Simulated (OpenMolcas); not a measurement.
Computed levels of 4s² 4p² in ions with 32 electrons, in cm-1 above ³P₀.

- Program: OpenMolcas 26.06
- Method: SS-CASPT2, IPEA 0.25 Eh, imaginary shift 0.1 Eh
- Basis: ANO-RCC-VQZP
- Scalar Hamiltonian: DKH2, point nucleus
- Spin-orbit coupling: state interaction with AMFI integrals over the reference wave functions, term energies averaged over their components

Active space for each ion: 4 electrons in 8 orbitals (4s 4p 5s 5p); closed shells correlated by CASPT2: 3d.

| Level | Ge | As+ | Br3+ | Kr4+ |
| --- | --- | --- | --- | --- |
| ³P₁ | 447 | 887 | 2240 | 3250 |
| ³P₂ | 1161 | 2160 | 4950 | 6800 |
| ¹D₂ | 7890 | 9850 | 15910 | 19170 |
| ¹S₀ | 16900 | 21660 | 32900 | 38410 |

Task: Estimate ³P₂, ¹D₂, ¹S₀ for Se2+ from its neighbours As+ and Br3+.

Result: ³P₂ is fine structure, which grows about as the fourth power of a screened charge, so the fourth roots are averaged: ((2160^0.25 + 4950^0.25) / 2)^4 = 3341. The calculation gives 3410, so the estimate is off by -2.0 %; the measured value is 3937 (Moore, Atomic Energy Levels, vol. II, NSRDS-NBS 35 (1971 reprint of NBS Circular 467, 1952)).
¹D₂ is another term, which grows about linearly with the charge: (9850 + 15910) / 2 = 12880. The calculation gives 12710, so the estimate is off by +1.3 %; the measured value is 13032 (Moore, Atomic Energy Levels, vol. II, NSRDS-NBS 35 (1971 reprint of NBS Circular 467, 1952)).
¹S₀ is another term, which grows about linearly with the charge: (21660 + 32900) / 2 = 27280. The calculation gives 27300, so the estimate is off by -0.1 %.

CASPT2 breaks the degeneracy within a term, and the mean is taken; among the terms shown or strongly mixed into the levels shown the widest spread is 65 cm-1 (4s² 4p² ¹D, Br3+). Over all roots computed the reference weight is 0.87 to 0.95 in Ge, 0.84 to 0.98 in As+, 0.84 to 0.98 in Se2+, 0.85 to 0.98 in Br3+, 0.86 to 0.98 in Kr4+; the roots of lowest weight are the least certain, and an intruder state may touch them. Active for correlation alone: 5p 5s; no level in the range computed is led by a configuration that fills them, so any true level of that kind is missing (holds for Ge; Br3+; Kr4+). The run also gave levels led by 4s² 4p 5s, which use shells meant for correlation; these and all levels above them are left out (holds for As+). The run also gave levels led by 4s² 4p 5p, which use shells meant for correlation; these and all levels above them are left out (holds for Se2+). Computed and measured levels are paired by configuration, term and J; levels that our copy of the source lacks, or whose pairing is in doubt (as where it misses far off the trend of its configuration), stay unpaired and out of the deviations. Only configurations of the active space appear.
